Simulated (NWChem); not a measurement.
A series in which one site is exchanged, each optimised at PBE0/def2-SVP with NWChem, gas phase unless a solvent is named. All stand in one matching conformer (torsions within 35°), which need not be the lowest. For some, no frequency run checked for a minimum. def2 effective core potentials on Sr; no spin-orbit coupling.

A: [SH][Mg][Cl] (MgHSCl; site = Mg)
B: [Be]([SH])[Cl] (BeHSCl; site = Be)
C: [Zn]([SH])[Cl] (ZnHSCl; site = Zn)
D: [SH][Sr][Cl] (SrHSCl; site = Sr)

```tsv
quantity	A	B	C	D
dipole (D), PBE0/def2-SVP	1.11	(withheld)	1.26	5.73
orbital gap (eV), PBE0/def2-SVP	5.73	(withheld)	6.31	4.13
vertical ionisation energy, ΔSCF, PBE0/def2-SVP (eV)	9.80	(withheld)	9.87	8.63
static polarisability, PBE0/def2-SVPD (bohr³)	60.2	(withheld)	59.4	73.8
lowest singlet excitation, PBE0/def2-SVPD, TDA (eV)	4.47	(withheld)	4.90	3.24
```

### Question
What belongs in the gaps?

### Answer

- dipole (D), PBE0/def2-SVP, B: 1.06
- orbital gap (eV), PBE0/def2-SVP, B: 7.23
- vertical ionisation energy, ΔSCF, PBE0/def2-SVP (eV), B: 10.33
- static polarisability, PBE0/def2-SVPD (bohr³), B: 50.1
- lowest singlet excitation, PBE0/def2-SVPD, TDA (eV), B: 5.59
